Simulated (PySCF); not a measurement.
Simulated outer-valence photoelectron spectrum of `F[SiH2]C(F)(F)F`. Method: EOM-IP-CCSD/aug-cc-pVDZ in PySCF, restricted Hartree–Fock reference, frozen core, non-relativistic, gas phase, PBE0-D3(BJ)/def2-SVP geometry.

Each root has a Gaussian of 0.4 eV full width with its one-hole share as area; cross sections and vibrations are left out, and the highest printed point is 100.

| ionisation energy (eV) | intensity |
| --- | --- |
| 11.9 | 0 |
| 12.0 | 2 |
| 12.1 | 7 |
| 12.2 | 18 |
| 12.3 | 31 |
| 12.4 | 39 |
| 12.5 | 34 |
| 12.6 | 21 |
| 12.7 | 9 |
| 12.8 | 3 |
| 12.9 | 1 |
| 13.0 | 1 |
| 13.1 | 5 |
| 13.2 | 13 |
| 13.3 | 26 |
| 13.4 | 37 |
| 13.5 | 37 |
| 13.6 | 26 |
| 13.7 | 13 |
| 13.8 | 5 |
| 13.9 | 1 |
| 14.0 | 0 |
| 14.1 | 0 |
| 14.2 | 0 |
| 14.3 | 0 |
| 14.4 | 0 |
| 14.5 | 0 |
| 14.6 | 0 |
| 14.7 | 2 |
| 14.8 | 7 |
| 14.9 | 18 |
| 15.0 | 31 |
| 15.1 | 38 |
| 15.2 | 34 |
| 15.3 | 26 |
| 15.4 | 28 |
| 15.5 | 47 |
| 15.6 | 78 |
| 15.7 | 100 |
| 15.8 | 97 |
| 15.9 | 73 |
| 16.0 | 43 |
| 16.1 | 23 |
| 16.2 | 22 |
| 16.3 | 38 |
| 16.4 | 62 |
| 16.5 | 75 |
| 16.6 | 65 |
| 16.7 | 40 |
| 16.8 | 17 |
| 16.9 | 5 |
| 17.0 | 1 |
| 17.1 | 0 |

Task: Where are the maxima, and how many lines lie under the curve?

Result: 5 maxima, at 12.4, 13.5, 15.1, 15.7 and 16.5 eV, from 8 lines. At this width some lines have no maximum of their own.

Task: List the lines with their holes.

Result: 
```csv
E (eV),leading hole (HF orbital),area,Koopmans (eV)
12.41,HOMO,0.96,13.75
13.45,HOMO-1,0.95,14.20
15.11,HOMO-3,0.95,17.84
15.67,HOMO-4,0.95,18.24
15.71,HOMO-5,0.95,18.27
15.86,HOMO-2,0.94,17.52
16.48,HOMO-7,0.94,18.72
16.53,HOMO-6,0.94,18.66
```

The widest gap, 1.66 eV, lies between 13.45 and 15.11 eV. Only orbitals with −ε under 21 eV, eight at most, were ionised, so the high end of the curve may lack lines.

The values belong to the conformer `[F:1][SiH2:2][C:3]([F:4])([F:5])[F:6]`: F1–Si2–C3–F4 -59°.
